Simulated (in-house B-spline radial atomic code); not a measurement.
Inner levels of cerium as electrons are removed. A shift is the extra binding of the orbital against the neutral atom ([Xe] 4f1 5d1 6s2). Computed with an all-electron radial atomic-structure program (B-spline basis): non-relativistic Hartree-Fock, average of the configuration, point nuclei.

This level leaves out relativity, spin-orbit splitting included, which matters for heavy ions.

| ion | configuration | shift of 2p (eV) | shift of 4d (eV) | shift of 3p (eV) | radius of 2p (bohr) | radius of 4d (bohr) | radius of 3p (bohr) | Σ<r²> (bohr²) | change of density at nucleus (bohr⁻³) |
| --- | --- | --- | --- | --- | --- | --- | --- | --- | --- |
| Ce | [Xe] 4f1 5d1 6s2 | 0 | 0 | 0 | 0.09534 | 0.74215 | 0.28235 | 103.41 | - |
| Ce+ | [Xe] 4f1 5d2 | ? | ? | ? | ? | ? | ? | ? | ? |
| Ce2+ | [Xe] 4f2 | ? | ? | ? | ? | ? | ? | ? | ? |
| Ce3+ | [Xe] 4f1 | 23.106 | 22.853 | 23.036 | 0.095339 | 0.74194 | 0.28234 | 39.615 | -5.512 |
| Ce4+ | [Kr] 4d10 5s2 5p6 | 45.049 | 43.526 | 46.348 | 0.095347 | 0.73426 | 0.28234 | 36.009 | 7.939 |
| Ce5+ | [Kr] 4d10 5s2 5p5 | 61.089 | 58.887 | 62.156 | 0.095346 | 0.73272 | 0.28233 | 31.911 | 14.621 |
| Ce6+ | [Kr] 4d10 5s2 5p4 | 77.967 | 74.94 | 78.752 | 0.095345 | 0.73097 | 0.28232 | 28.19 | 21.789 |
| Ce7+ | [Kr] 4d10 5s2 5p3 | 95.649 | 91.649 | 96.1 | 0.095344 | 0.72902 | 0.2823 | 24.784 | 29.433 |
| Ce8+ | [Kr] 4d10 5s2 5p2 | ? | ? | ? | ? | ? | ? | ? | ? |
| Ce9+ | [Kr] 4d10 5s2 5p1 | 133.32 | 126.91 | 132.94 | 0.095341 | 0.72455 | 0.28226 | 18.738 | 46.136 |
| Ce10+ | [Kr] 4d10 5s2 | 153.27 | 145.4 | 152.39 | 0.09534 | 0.72208 | 0.28224 | 16.032 | 55.192 |

Q: Fill in the row of Ce+.

A: shift of 2p (eV): 2.833; shift of 4d (eV): 2.881; shift of 3p (eV): 2.837; radius of 2p (bohr): 0.09534; radius of 4d (bohr): 0.74193; radius of 3p (bohr): 0.28236; Σ<r²> (bohr²): 59.778; change of density at nucleus (bohr⁻³): -10.061.

Q: Fill in the row of Ce2+.

A: shift of 2p (eV): 3.9741; shift of 4d (eV): 4.4204; shift of 3p (eV): 2.7395; radius of 2p (bohr): 0.095333; radius of 4d (bohr): 0.74835; radius of 3p (bohr): 0.28233; Σ<r²> (bohr²): 44.178; change of density at nucleus (bohr⁻³): -16.695.

Q: Fill in the row of Ce8+.

A: shift of 2p (eV): 114.11; shift of 4d (eV): 108.98; shift of 3p (eV): 114.17; radius of 2p (bohr): 0.095343; radius of 4d (bohr): 0.72687; radius of 3p (bohr): 0.28229; Σ<r²> (bohr²): 21.645; change of density at nucleus (bohr⁻³): 37.551.
